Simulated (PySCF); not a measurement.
SSn, SMILES [Sn]=[S] (connectivity only; charge and spin as stated), neutral, multiplicity 1. Geometry optimised at PBE0-D3(BJ)/def2-TZVP. The def2 effective core potentials stand for the cores of Sn; spin–orbit coupling is left out.

Method: PBE0-D3(BJ)/def2-TZVP in PySCF.

Harmonic wavenumbers (cm⁻¹): 504. Rotational constants (GHz): 4.124 (linear); symmetry number 1.

Q: Work out the zero-point energy and the ideal-gas rigid-rotor harmonic-oscillator thermochemistry at 298.15 K and 1 atm.

A: ZPE = ½ Σ hcν = ½ × 504 cm⁻¹ = 0.72 kcal/mol. H − E(el) = 2.93 kcal/mol. Entropy in cal/(mol K): translation 40.94, rotation 16.53, vibration 0.65, total 58.12. G − E(el) = -14.40 kcal/mol. Cp = 8.20 cal/(mol K).
